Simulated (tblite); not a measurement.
Compound: C₁₁H₇F₃S.
Bonds: F1–C2, C2–F3, C2–F4, C2–C5, C5–C6 (aromatic), C6–C7 (aromatic), C7–C8 (aromatic), C8–C9, C9–C10 (aromatic), C10–C11 (aromatic), C11–C12 (aromatic), C12–S13 (aromatic), C8–C14 (aromatic), C14–C15 (aromatic), C5–C15 (aromatic), C9–S13 (aromatic). Hydrogens: H16 on C6; H17 on C7; H18 on C10; H19 on C11; H20 on C12; H21 on C14; H22 on C15.

Computed with GFN2-xTB (tblite), gas phase: L-BFGS steps from a force-field or distance-geometry start until the largest atomic force falls under 0.01 eV/Å.

Step 16: E = -1212.4919 eV
```
atom  x, y, z in Å  |  force x, y, z in eV/Å
F1      4.4500   -0.4224   -1.0398    0.008   0.006   0.010
C2      3.9106   -0.0017    0.1241   -0.004   0.002   0.003
F3      4.3753   -0.8358    1.0691   -0.013   0.018  -0.024
F4      4.4574    1.1985    0.3743    0.006  -0.016  -0.009
C5      2.4113    0.0399    0.0657    0.041  -0.012   0.031
C6      1.7675    1.2020   -0.3401    0.035  -0.012   0.019
C7      0.3898    1.2282   -0.4023    0.017   0.008   0.005
C8     -0.3557    0.0939   -0.0852    0.002   0.015   0.028
C9     -1.8054    0.1220   -0.1525   -0.027  -0.019  -0.024
C10    -2.6454   -0.8332   -0.6502   -0.037  -0.020   0.017
C11    -4.0068   -0.4800   -0.5463   -0.015  -0.005   0.027
C12    -4.1868    0.7299    0.0441    0.002   0.013  -0.002
S13    -2.6988    1.4807    0.4559   -0.021   0.025  -0.014
C14     0.3048   -1.0680    0.3146    0.013  -0.018  -0.040
C15     1.6818   -1.0962    0.3942    0.020   0.004  -0.014
H16     2.3474    2.0751   -0.5963   -0.011   0.014   0.005
H17    -0.1205    2.1269   -0.7116   -0.009   0.029   0.008
H18    -2.2941   -1.7432   -1.1028   -0.015  -0.014   0.021
H19    -4.8154   -1.1010   -0.8900    0.025   0.006   0.014
H20    -5.1045    1.2340    0.2750    0.001  -0.009  -0.043
H21    -0.2687   -1.9430    0.5777   -0.008  -0.005  -0.004
H22     2.1958   -1.9873    0.7208   -0.011  -0.009  -0.013
```

Step 17: E = -1212.4923 eV
```
atom  x, y, z in Å  |  force x, y, z in eV/Å
F1      4.4496   -0.4227   -1.0403    0.013   0.009   0.014
C2      3.9111   -0.0017    0.1241   -0.022   0.005  -0.007
F3      4.3746   -0.8356    1.0687    0.006   0.004  -0.009
F4      4.4567    1.1985    0.3743    0.020  -0.010  -0.010
C5      2.4122    0.0397    0.0665    0.004   0.003   0.019
C6      1.7677    1.2017   -0.3388    0.013  -0.001   0.012
C7      0.3897    1.2285   -0.4013    0.015   0.012   0.010
C8     -0.3563    0.0943   -0.0844    0.005   0.006   0.014
C9     -1.8062    0.1216   -0.1531    0.000   0.001  -0.009
C10    -2.6456   -0.8345   -0.6494   -0.022  -0.014   0.021
C11    -4.0068   -0.4806   -0.5461   -0.009   0.000   0.032
C12    -4.1855    0.7305    0.0424   -0.005   0.010  -0.001
S13    -2.6982    1.4823    0.4543   -0.017  -0.002  -0.030
C14     0.3046   -1.0683    0.3131    0.010  -0.010  -0.033
C15     1.6817   -1.0958    0.3936    0.009  -0.013  -0.013
H16     2.3461    2.0754   -0.5956   -0.002   0.016   0.007
H17    -0.1220    2.1275   -0.7097    0.009   0.015   0.012
H18    -2.2911   -1.7446   -1.0997   -0.030  -0.011   0.020
H19    -4.8154   -1.1022   -0.8878    0.019   0.006   0.011
H20    -5.1021    1.2360    0.2733   -0.016  -0.008  -0.043
H21    -0.2699   -1.9432    0.5752    0.004  -0.003  -0.005
H22     2.1946   -1.9876    0.7192   -0.003  -0.017  -0.010
```

Step 18: E = -1212.4926 eV
```
atom  x, y, z in Å  |  force x, y, z in eV/Å
F1      4.4496   -0.4227   -1.0403    0.014   0.008   0.009
C2      3.9112   -0.0017    0.1241   -0.020   0.006  -0.010
F3      4.3744   -0.8354    1.0683    0.018  -0.009   0.006
F4      4.4568    1.1984    0.3740    0.026  -0.001  -0.009
C5      2.4130    0.0397    0.0673   -0.023   0.005   0.007
C6      1.7681    1.2015   -0.3377   -0.006   0.016   0.005
C7      0.3899    1.2289   -0.4004    0.002   0.007   0.016
C8     -0.3567    0.0947   -0.0837    0.011   0.003  -0.004
C9     -1.8067    0.1214   -0.1537    0.012   0.010   0.002
C10    -2.6463   -0.8357   -0.6485   -0.001   0.002   0.028
C11    -4.0070   -0.4811   -0.5453    0.001   0.003   0.031
C12    -4.1849    0.7312    0.0414   -0.009   0.002  -0.003
S13    -2.6982    1.4834    0.4527   -0.006  -0.014  -0.038
C14     0.3047   -1.0686    0.3114    0.004  -0.002  -0.020
C15     1.6819   -1.0958    0.3929   -0.001  -0.017  -0.013
H16     2.3452    2.0760   -0.5951    0.004   0.013   0.010
H17    -0.1227    2.1282   -0.7083    0.024   0.003   0.016
H18    -2.2899   -1.7458   -1.0973   -0.039  -0.014   0.018
H19    -4.8152   -1.1030   -0.8862    0.004   0.001   0.008
H20    -5.1009    1.2371    0.2713   -0.032  -0.002  -0.039
H21    -0.2706   -1.9433    0.5735    0.013   0.000  -0.009
H22     2.1938   -1.9881    0.7179    0.003  -0.022  -0.008
```

Step 19: E = -1212.4931 eV
```
atom  x, y, z in Å  |  force x, y, z in eV/Å
F1      4.4499   -0.4225   -1.0402    0.010   0.005  -0.001
C2      3.9111   -0.0016    0.1239   -0.005   0.005  -0.006
F3      4.3742   -0.8352    1.0677    0.026  -0.021   0.019
F4      4.4572    1.1981    0.3735    0.027   0.011  -0.005
C5      2.4137    0.0398    0.0686   -0.045   0.013  -0.013
C6      1.7686    1.2017   -0.3360   -0.025   0.027   0.000
C7      0.3902    1.2296   -0.3989   -0.009   0.006   0.020
C8     -0.3569    0.0953   -0.0828    0.010  -0.005  -0.025
C9     -1.8072    0.1212   -0.1545    0.031   0.020   0.017
C10    -2.6470   -0.8372   -0.6466    0.024   0.009   0.030
C11    -4.0072   -0.4817   -0.5436    0.010   0.000   0.024
C12    -4.1842    0.7320    0.0399   -0.018  -0.003  -0.005
S13    -2.6982    1.4847    0.4499    0.009  -0.015  -0.040
C14     0.3049   -1.0691    0.3088   -0.006   0.006  -0.002
C15     1.6820   -1.0961    0.3917   -0.010  -0.023  -0.011
H16     2.3441    2.0770   -0.5941    0.013   0.009   0.014
H17    -0.1232    2.1292   -0.7060    0.035  -0.006   0.019
H18    -2.2891   -1.7477   -1.0936   -0.048  -0.014   0.019
H19    -4.8147   -1.1039   -0.8839   -0.013  -0.007   0.005
H20    -5.1000    1.2384    0.2677   -0.047   0.007  -0.034
H21    -0.2713   -1.9434    0.5710    0.021   0.001  -0.015
H22     2.1927   -1.9892    0.7160    0.009  -0.023  -0.009
```

**Question.** Estimate the geometry and energy of step 20. (The exact step hangs on the optimiser's Hessian estimate; all steps are aligned on step 19, rigid shifts and turns removed.)

**Answer.** E = -1212.4939 eV, largest force 0.071 eV/Å
```
atom  x, y, z in Å  |  force x, y, z in eV/Å
F1      4.4503   -0.4221   -1.0400   -0.001  -0.001  -0.014
C2      3.9107   -0.0013    0.1235    0.022   0.001   0.004
F3      4.3742   -0.8351    1.0668    0.030  -0.029   0.032
F4      4.4583    1.1977    0.3725    0.022   0.023   0.001
C5      2.4140    0.0401    0.0706   -0.056   0.012  -0.038
C6      1.7689    1.2024   -0.3328   -0.042   0.040  -0.006
C7      0.3905    1.2309   -0.3956   -0.024   0.001   0.021
C8     -0.3571    0.0962   -0.0817    0.012  -0.014  -0.052
C9     -1.8074    0.1211   -0.1557    0.040   0.023   0.032
C10    -2.6478   -0.8399   -0.6425    0.054   0.024   0.034
C11    -4.0073   -0.4830   -0.5401    0.022  -0.005   0.009
C12    -4.1833    0.7337    0.0370   -0.028  -0.013  -0.009
S13    -2.6979    1.4871    0.4436    0.025  -0.005  -0.038
C14     0.3051   -1.0699    0.3039   -0.012   0.015   0.027
C15     1.6821   -1.0970    0.3892   -0.020  -0.020  -0.009
H16     2.3422    2.0789   -0.5920    0.025   0.001   0.022
H17    -0.1236    2.1308   -0.7012    0.043  -0.008   0.021
H18    -2.2883   -1.7513   -1.0862   -0.057  -0.019   0.019
H19    -4.8139   -1.1058   -0.8793   -0.036  -0.019   0.003
H20    -5.0988    1.2413    0.2604   -0.064   0.017  -0.026
H21    -0.2721   -1.9437    0.5657    0.026  -0.006  -0.022
H22     2.1909   -1.9917    0.7123    0.018  -0.020  -0.012
```

The energy changes by -0.0008 eV. The first-order estimate −F·Δx gives -0.0010 eV and the mean of the old and new forces, exact on a quadratic surface, -0.0008 eV. The step makes an angle of 71° with the force vector and moves no atom by more than 0.008 Å.

What follows is the cost of the whole relaxation. Hardware: an Arm Neoverse V1 with one thread, no GPU, shared host with 32 logical CPUs at a one-minute load of 9.3. Cost: 0.8 s wall.
